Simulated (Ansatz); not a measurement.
Isolated molecules relaxed with PBE0-D4/def2-TZVP in Ansatz; ΔE leaves out vibrations. CCSD(T)/CBS is the MP2 limit (def2-TZVPP, def2-QZVPP) plus CCSD(T) − MP2 in def2-TZVPP, frozen cores. This one scheme is used for every species. Functionals use def2-TZVPP. Each species was taken in one conformer, which may not be the lowest.

Consider the hydrogenolysis of a B–Si bond: `OCOB[SiH3]` + H₂ → `BOCO` + SiH₄.

| level | ΔE (eV) |
| --- | --- |
| BHLYP | -0.66 |
| MP2/def2-SVP | -0.52 |

What does CCSD(T)/CBS give? (Estimate.)

Ansatz gave: -0.45 eV. The listed levels differ from it by -0.21, -0.07 eV.

Largest T1 diagnostic among the species: 0.014.

From r2SCAN to r2SCAN0 (25 % exact exchange), in def2-TZVPP and without D4, ΔE moves by −0.06 eV. At CCSD(T), def2-SVP lies −0.06 eV from the extrapolated value and def2-TZVPP −0.02 eV. The D4 term adds +0.12 eV with B3LYP and +0.07 eV with PBE0; it sums over pairs of atoms, weighted by their polarisabilities, and B3LYP, whose exchange is more repulsive, gets the larger term.

B3LYP here is the variant with VWN-RPA as its local correlation; programs differ in this.
